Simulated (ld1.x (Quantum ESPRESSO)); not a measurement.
## Before and after: TM potential for Gd

```json
{
 "Element": "gadolinium (Gd)",
 "Generator": "ld1.x (Quantum ESPRESSO) 7.5",
 "Type": "norm-conserving Troullier–Martins (Kleinman–Bylander form)",
 "Functional": "LDA (PZ)",
 "Relativity": "scalar-relativistic",
 "Frozen core": "[Kr] 4d10",
 "Valence charge": "18",
 "Reference configuration": "4f7 5s2 5p6 5d1 6s2 6p0",
 "Partial waves": "5s (bound): rc 2.05 bohr; 5p (bound): rc 2.65 bohr; 5d (bound): rc 3.15 bohr; 4f (bound): rc 1.05 bohr",
 "Local potential": "all-electron potential smoothed inside 2.05 bohr (lloc = -1)",
 "Core correction": "none"
}
```

Occupied shells without a wave of their own: 6s. They enter only through the test configuration that unscreens the potential.

Change: wave 5p (bound): rc 2.65 bohr becomes 5p (bound): rc 3.10 bohr.

Cutoffs: the cutoffs (Ry, on a coarse ladder) from which the occupation-weighted sum of valence levels, in a spherical-Bessel basis at the reference potential, stays within 10 and 1 mRy of its value at 400 Ry; they do not see the model core or the augmentation charge, which bear on the density cutoff. Errors are all-electron minus pseudo energies relative to the spin-unpolarised reference configuration.

What does the change do?

The number of tests that count goes from 8 to 4; the errors of the 3 common tests hardly move; neither file shows a bound ghost at the reference potential, the only one tested.

| quantity | base | changed |
| --- | --- | --- |
| cutoff, loose | over 300 Ry | over 300 Ry |
| cutoff, tight | over 300 Ry | over 300 Ry |
| bound ghosts | none | none |
| tests counted (converged, no solver errors) | 8 of 9 | 4 of 9 |
| error for 4f7 5s2 5p6 5d1 6s0 6p0, meV [ΔE 19.23 eV] | -130 | -130 |
| error for 4f7 5s2 5p6 5d2 6s0 6p0, meV [ΔE 8.00 eV] | -86 | -86 |
| error for 4f7 5s2 5p6 5d1 6s2 6p0 (spin-polarised), meV [ΔE -9.13 eV] | +15003 | +15014 |
| s: phases at 3.40 bohr within 0.05 rad from the reference energy up to (Ry; the scan ends near 5) | 2.4 | 2.4 |
| p: phases at 3.40 bohr within 0.05 rad from the reference energy up to (Ry; the scan ends near 5) | 0.2 | 0.3 |
| d: phases at 3.40 bohr within 0.05 rad from the reference energy up to (Ry; the scan ends near 5) | 1.8 | 1.8 |
| f: phases at 3.40 bohr within 0.05 rad from the reference energy up to (Ry; the scan ends near 5) | 0.9 | 0.9 |

Base: Tests not counted: 4f7 5s2 5p6 5d0 6s0 6p0 (solver errors, printed error -184 meV). The 6s level has no wave, so the channel is fitted at the deeper level alone: the likely source of the large errors. Changed file: Tests not counted: 4f7 5s2 5p6 5d1 6s1 6p0 (solver errors, printed error -47 meV); 4f7 5s2 5p6 5d2 6s1 6p0 (solver errors, printed error -32 meV); 4f8 5s2 5p6 5d0 6s1 6p0 (solver errors, printed error -191 meV); 4f7 5s2 5p5 5d1 6s2 6p0 (solver errors, printed error -36 meV); 4f7 5s2 5p6 5d1 6s1 6p0 (spin-polarised) (solver errors, printed error +15.2 eV). The 6s level has no wave, so the channel is fitted at the deeper level alone: the likely source of the large errors.
